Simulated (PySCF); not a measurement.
Polarisability and C₆ of Br (bromine, neutral)

[Ar] 3d10 4s2 4p4 5s1, high-spin 4P determinant (an excited configuration). All numbers are calculated (PySCF 2.14, a scalar-relativistic core potential, in aug-cc-pV5Z-PP with ECP10MDF (8s7p6d4f3g2h, 136 functions)). Coupled (time-dependent) response in atomic units; α is the mean over directions.

```json
{"method": "UHF", "mean α (bohr³)": "430.5", "α xx, yy, zz": "476.9, 337.7, 476.9", "C₆ (like pair)": "6142", "S(−4)": "247400"}
{"method": "PBE", "mean α (bohr³)": "330.0", "α xx, yy, zz": "356.7, 276.7, 356.7", "C₆ (like pair)": "4491", "S(−4)": "125200"}
```

S(−4) is the Cauchy moment in α(ω) = α(0) + S(−4) ω² + …

Spin-orbit coupling is absent.

α(iu) at UHF:

```csv
u (hartree),α(iu) (bohr³)
0,430.5
0.0500,183.0
0.100,75.02
0.200,29.78
0.300,18.82
0.500,11.04
0.750,6.919
1.00,4.731
1.50,2.593
2.00,1.642
3.00,0.8497
5.00,0.3717
```

The components differ because the open shell of this determinant is not spherical; for a pure term their mean is the scalar polarisability.

Energies and moments cover only the electrons outside the core potential. The outer electron is Rydberg-like, and this basis confines it to a smaller radius and binds it less than a complete one would.
